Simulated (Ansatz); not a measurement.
Total energies of `C[SiH2]N[PH][AlH2]`.

```tsv
atom	x (Å)	y (Å)	z (Å)
C1	1.6704	0.5829	-1.5636
Si2	1.5376	0.6885	0.2906
N3	-0.0500	0.2611	0.8443
P4	-0.7368	-1.2720	0.5270
Al5	-3.0288	-0.9732	0.3534
H6	2.6841	0.8297	-1.8901
H7	0.9734	1.2721	-2.0456
H8	1.4437	-0.4300	-1.9055
H9	1.7601	2.0803	0.7718
H10	2.5746	-0.1953	0.8957
H11	-0.5228	0.8962	1.4665
H12	-0.7332	-1.9382	1.7894
H13	-3.6207	0.4573	-0.0015
H14	-3.9517	-2.2594	0.4679
```

The species carries charge 0 and has multiplicity 1. Geometry: relaxed with PBE0-D4/def2-TZVP. It is one conformer, not always the lowest. Basis def2-TZVPP, the Gaussian-basis code of Ansatz.

RPA on PBE orbitals: Hartree–Fock energy of these orbitals -969.17829 Eh, correlation -1.34024 Eh (frozen core).

```json
{"functional": "LDA (SPW92)", "energy without D4 (Eh)": "-967.28351", "D4 term (kJ/mol)": "–"}
{"functional": "PBE", "energy without D4 (Eh)": "-971.05334", "D4 term (kJ/mol)": "-33.7"}
{"functional": "revPBE", "energy without D4 (Eh)": "-971.42356", "D4 term (kJ/mol)": "-93.7"}
{"functional": "BLYP", "energy without D4 (Eh)": "-971.57988", "D4 term (kJ/mol)": "-72.4"}
{"functional": "r2SCAN", "energy without D4 (Eh)": "-971.49893", "D4 term (kJ/mol)": "-8.6"}
{"functional": "B97M-V", "energy without D4 (Eh)": "-971.41872", "D4 term (kJ/mol)": "–"}
{"functional": "PBE0", "energy without D4 (Eh)": "-971.15277", "D4 term (kJ/mol)": "-28.9"}
{"functional": "B3LYP", "energy without D4 (Eh)": "-971.71138", "D4 term (kJ/mol)": "-54.4"}
{"functional": "HSE06 (plane-wave form)", "energy without D4 (Eh)": "-971.12711", "D4 term (kJ/mol)": "-27.2"}
{"functional": "CAM-B3LYP", "energy without D4 (Eh)": "-971.60674", "D4 term (kJ/mol)": "-29.8"}
{"functional": "LC-ωPBE", "energy without D4 (Eh)": "-971.30458", "D4 term (kJ/mol)": "–"}
{"functional": "ωB97X-V", "energy without D4 (Eh)": "-971.47261", "D4 term (kJ/mol)": "–"}
{"functional": "ωB97M-V", "energy without D4 (Eh)": "-971.51992", "D4 term (kJ/mol)": "–"}
{"functional": "B2PLYP", "energy without D4 (Eh)": "-971.18868", "D4 term (kJ/mol)": "–"}
```

Give the same for r2SCANh, r2SCAN0, BHLYP, PBE-QIDH. (Estimate.)

Ansatz gave: 
```csv
functional,energy without D4 (Eh),D4 term (kJ/mol)
r2SCANh,-971.48992,-9.2
r2SCAN0,-971.47763,-10.2
BHLYP,-971.58014,-44.0
PBE-QIDH,-970.88250,–
```

B3LYP takes the VWN-RPA correlation (the form of Gaussian; ORCA's B3LYP/G). HSE06 is the plane-wave form, built on full-range PBE exchange. The double hybrids freeze the cores in their second-order part.

LC-ωPBE has ω = 0.4 bohr⁻¹.
